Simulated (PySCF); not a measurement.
Compound: CH₇GaN₂.
SMILES: `[H]/N=[CH]\[GaH2-][NH3+]`

Computed with MP2 and CCSD/aug-cc-pVDZ in PySCF, restricted Hartree–Fock reference, 12 core orbitals frozen, non-relativistic, gas phase, PBE0-D3(BJ)/def2-SVP geometry.

E(HF) = -2074.05753 Eh.

Problem. How large is the problem?

Solution. 168 basis functions and 58 electrons; 12 orbitals frozen, which leaves o = 17 correlated occupied and v = 139 virtual orbitals. That is o·v = 2363 singles and o·v(o·v + 1)/2 = 2793066 distinct closed-shell doubles amplitudes before symmetry; the costliest CCSD step grows as o²v⁴ = 1.1 × 10^11.

Problem. What are the MP2 and CCSD correlation energies?

Solution. MP2 -0.6151 Eh and CCSD -0.6628 Eh, which gives totals of -2074.67259 and -2074.72030 Eh. That is 0.530 eV for each correlated electron at CCSD (1740 kJ/mol in all, 0.032 % of the total energy); MP2 gives 92.8 % of the CCSD value.

Problem. What is the T1 diagnostic?

Solution. 0.0112, below the customary warning level of 0.02. It is the norm of the spatial-orbital singles amplitudes over the root of the number of correlated electrons, so the norm is 0.065.

Problem. How does correlation change the dipole moment?

Solution. HF gives 6.00 D and CCSD (unrelaxed density) 5.79 D, a change of -0.21 D.

No triples correction and no basis-set extrapolation were made.

The values belong to the conformer `[H]/[N:1]=[CH:2]\[GaH2-:3][NH3+:4]`: N1–C2–Ga3–N4 98°.
